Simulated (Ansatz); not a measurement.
Mulliken charges of Cl2F2H3NSi2 (`F[Si](F)(Cl)N[SiH2]Cl`) from r2SCAN/def2-TZVPP in Ansatz (PBE0-D4/def2-TZVP geometry).

```json
{"atom": "F1", "x (Å)": "-1.135", "y (Å)": "-0.528", "z (Å)": "1.702", "charge (e)": "-0.285"}
{"atom": "Si2", "x (Å)": "-0.482", "y (Å)": "-1.347", "z (Å)": "0.524", "charge (e)": "0.854"}
{"atom": "F3", "x (Å)": "-1.648", "y (Å)": "-2.140", "z (Å)": "-0.183", "charge (e)": "-0.280"}
{"atom": "Cl4", "x (Å)": "0.794", "y (Å)": "-2.729", "z (Å)": "1.258", "charge (e)": "-0.208"}
{"atom": "N5", "x (Å)": "0.277", "y (Å)": "-0.252", "z (Å)": "-0.515", "charge (e)": "-0.375"}
{"atom": "Si6", "x (Å)": "0.230", "y (Å)": "1.472", "z (Å)": "-0.494", "charge (e)": "0.515"}
{"atom": "Cl7", "x (Å)": "1.700", "y (Å)": "2.270", "z (Å)": "0.696", "charge (e)": "-0.248"}
{"atom": "H8", "x (Å)": "0.936", "y (Å)": "-0.657", "z (Å)": "-1.167", "charge (e)": "0.145"}
{"atom": "H9", "x (Å)": "-1.071", "y (Å)": "1.904", "z (Å)": "0.049", "charge (e)": "-0.051"}
{"atom": "H10", "x (Å)": "0.481", "y (Å)": "1.955", "z (Å)": "-1.868", "charge (e)": "-0.066"}
```

Q: By hand: the dipole of these point charges (1 e Å = 4.8032 D).

A: Σ q r = (-0.040, 0.135, -0.530) e Å, of length 0.548 e Å = 2.63 D.

Q: How does the dipole of the full density compare? (Best estimate.)

A: Computed: (0.129, 0.007, -0.399) e Å, 2.01 D; the point charges give 1.31 times that, at 26° from its direction.

Point charges leave out the atoms' own dipoles, such as those of lone pairs, and Mulliken's split depends on the basis, so the two needn't agree.
